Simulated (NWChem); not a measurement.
Everything below was run with NWChem. System: diphosphane (H₄P₂), charge 0, spin multiplicity 1, at a geometry optimised with B3LYP/def2-SVP. Level: G0W0@PBE0/def2-SVP, RI basis def2-svp-rifit.

Input file:

```
start mol
memory heap 200 mb stack 700 mb global 1700 mb
geometry units angstroms nocenter noautoz
  P      1.008557     0.521693     0.000000
  P     -1.008557    -0.521693     0.000000
  H      1.540850    -0.316327     1.031272
  H      1.540850    -0.316327    -1.031272
  H     -1.540850     0.316327     1.031272
  H     -1.540850     0.316327    -1.031272
  symmetry group C2h
end
basis spherical
  * library def2-svp
end
basis "ri basis" bse spherical
  * library def2-svp-rifit
end
dft
  xc pbe0
  iterations 100
  direct
  tolerances tight
end
task dft energy
gw
  states alpha occ 4 vir 2
end
task dft gw
```

Output (cleaned and shortened):

```
             Northwest Computational Chemistry Package (NWChem) 7.3.0
             --------------------------------------------------------

                                NWChem Input Module
                                -------------------

 Scaling coordinates for geometry "geometry" by  1.889725989
 (inverse scale =  0.529177249)

 Turning off AUTOSYM since
 SYMMETRY directive was detected!

                             Geometry "geometry" -> ""
                             -------------------------

 Output coordinates in angstroms (scale by  1.889725989 to convert to a.u.)

  No.       Tag          Charge          X              Y              Z
 ---- ---------------- ---------- -------------- -------------- --------------
    1 P                   15.0000     1.00855700     0.52169300     0.00000000
    2 P                   15.0000    -1.00855700    -0.52169300     0.00000000
    3 H                    1.0000     1.54085000    -0.31632700     1.03127200
    4 H                    1.0000     1.54085000    -0.31632700    -1.03127200
    5 H                    1.0000    -1.54085000     0.31632700     1.03127200
    6 H                    1.0000    -1.54085000     0.31632700    -1.03127200

 Effective nuclear repulsion energy (a.u.)      87.2530053904

            Nuclear Dipole moment (a.u.)
            ----------------------------
        X                 Y               Z
 ---------------- ---------------- ----------------
     0.0000000000     0.0000000000     0.0000000000

      Symmetry information
      --------------------

 Group name             C2h
 Group number             21
 Group order               4
 No. of unique centers     2

      Symmetry unique atoms

     1    3


 Summary of "ao basis" -> "" (spherical)
 ------------------------------------------------------------------------------
       Tag                 Description            Shells   Functions and Types
 ---------------- ------------------------------  ------  ---------------------
 *                          def2-svp                  on all atoms

 new library libraries.bse/
[...]
        -109.378926250804         274.510533792873           0.000000000000
           0.000000000000           0.000000000000         320.848186718289

     Multipole analysis of the density
     ---------------------------------

     L   x y z        total         alpha         beta         nuclear
     -   - - -        -----         -----         ----         -------
     0   0 0 0     -0.000000    -17.000000    -17.000000     34.000000

     1   1 0 0     -0.000000     -0.000000     -0.000000      0.000000
     1   0 1 0      0.000000      0.000000      0.000000      0.000000
     1   0 0 1      0.000000      0.000000      0.000000      0.000000

     2   2 0 0    -20.907323    -81.897252    -81.897252    142.887181
     2   1 1 0     -1.773504    -25.589703    -25.589703     49.405903
     2   1 0 1     -0.000000     -0.000000     -0.000000      0.000000
     2   0 2 0    -24.235490    -27.411111    -27.411111     30.586732
     2   0 1 1      0.000000      0.000000      0.000000      0.000000
     2   0 0 2    -20.350766    -17.771193    -17.771193     15.191621

 Task  times  cpu:        0.5s     wall:        0.5s

                                NWChem Input Module
                                -------------------

                                 NWChem GW Module
                                 ----------------

                             ***********************
                             ***        GW       ***
                             ***********************

 Summary of "ri basis" -> "ri basis" (spherical)
 ------------------------------------------------------------------------------
       Tag                 Description            Shells   Functions and Types
 ---------------- ------------------------------  ------  ---------------------
 P                       def2-svp-rifit             20       62   8s5p5d2f
 H                       def2-svp-rifit              6       14   3s2p1d

                 Memory Information
                 ------------------
          Available GA per process is          1700.0 MBs
          Available stack per process is        700.0 MBs
          Available heap per process is           0.0 MBs

          Peak memory in Initialization
              Peak GA per process is                  1.7 MBs
              Peak stack per process is               0.0 MBs
              Peak heap per process is                1.9 MBs
              Memory not in MA per process            0.0 MBs

          Peak memory in AFF Calculation
              Peak GA per process is                  5.7 MBs
              Peak stack per process is               3.4 MBs
              Peak heap per process is                0.0 MBs
              Memory not in MA per process            3.4 MBs

          Computing 2-center integrals
          Computing Inverse Cholesky factor
          Computing 3-center integrals
          Computing V_xc ...

          Computing Sigma_x
          Computing RPA polarizability
          Solving quasiparticle equations

                  Alpha Orbitals
          State     Energy (eV)     Error (eV)
          -----------------------------------
@GW        14        -12.425           0.005
@GW        15        -11.385           0.004
@GW        16        -10.902           0.004
@GW        17         -8.607           0.004
@GW        18          2.813           0.002
@GW        19          3.577           0.002

   Applying  -1.7219 eV scissor-shift to rest of particle states

   Applying   2.8123 eV scissor-shift to rest of hole states

     GW Timing Statistics
   ------------------------
   Init.   :          0.0s
     ERIs  :          0.1s
     Distr.:          0.0s
     Vxc   :          0.1s
   Sigma_x :          0.0s
   RPA     :          0.1s
   Wmn     :          0.0s
   Sigma_c :          0.0s
   GW total:          0.3s

 Task  times  cpu:        0.3s     wall:        0.3s

 Total times  cpu:        0.8s     wall:        0.8s
```
